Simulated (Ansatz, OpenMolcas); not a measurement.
**Predicting a hybrid from its neighbours: BiCl3 (bismuth trichloride)**

The species is BiCl3 (4 atoms), meant as a singlet with charge 0. SMILES: `[Cl][Bi]([Cl])[Cl]`. Geometry: relaxed at PBE0-D4/def2-TZVP.

The vertical ionisation energy (to the doublet cation) y, in eV, basis def2-SVP with a core potential; a is the functional's share of exact exchange. Programs: Ansatz 0.2.0, OpenMolcas 26.06.

| functional | program | a | y (eV) |
| --- | --- | --- | --- |
| PBE | Ansatz | 0 | 10.17 |
| TPSS | OpenMolcas | 0 | 10.30 |
| B3LYP | Ansatz | 0.2 | 10.46 |
| r2SCAN0 | Ansatz | 0.25 | ? |
| PBE0 | Ansatz | 0.25 | 10.61 |
| BHLYP | Ansatz | 0.5 | 10.74 |

Fit y = c + s·a to the known rows and predict r2SCAN0.


1. Means of the 5 rows: a = 0.1900, y = 10.456.
2. Σ(Δa)² = 0.172, Σ(Δa·Δy) = 0.1813, so the slope is 0.1813/0.172 = 1.0541.
3. Intercept: 10.456 − (1.0541) × 0.1900 = 10.256. The largest residual of the fit is 0.090.
4. r2SCAN0: 10.256 + (1.0541) × 0.25 = 10.52 eV.

The run gave 10.80 eV, so the prediction is off by -0.28 eV, more than the scatter of the fit. The rows mix families of semi-local functionals, which the line can't see. Spin-orbit coupling is left out.
